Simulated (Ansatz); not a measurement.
phosphorus atom (P), quartet; REVPBE/cc-pVDZ in Ansatz (a first-principles code).

The Ansatz input:
Ansatz 0.2 input:
```yaml
crystal:
  periodic: [false, false, false]
  atoms:
    - {symbol: P, position_ang: [0.00000000, 0.00000000, 0.00000000]}
basis:
  gaussian:
    orbitals: cc-pVDZ
hamiltonian:
  xc: revpbe
magnetization: {spin_polarized: true, initial_magnetization: 3}
```

Problem. Write the output that Ansatz gives for this input, abridged.

Solution. 
```
Functional definition: revPBE
100 factors; integrals over basis functions are off by at most 9.6e-5 eV
mean field evaluation 1: about -9284.3686 eV, gradient 2.7e0 eV
mean field evaluation 2: about -9284.4202 eV, gradient 1.5e0 eV
mean field evaluation 4: about -9284.4357 eV, gradient 4.4e-2 eV
mean field evaluation 8: about -9284.4361 eV, gradient 3.4e-5 eV
mean field -9284.43607834 eV, -341.1967326620 hartree, gradient 3.4e-5 eV, S^2 3.750041; 0 other end points of the search recorded, 0 dependent functions left out
reference -9284.43611115 eV, -341.1967338679 hartree; 9, 6 occupied and 9, 12 virtual orbitals, 100 factors
Total energy: -9284.43611115 eV, -341.1967338679 hartree
```
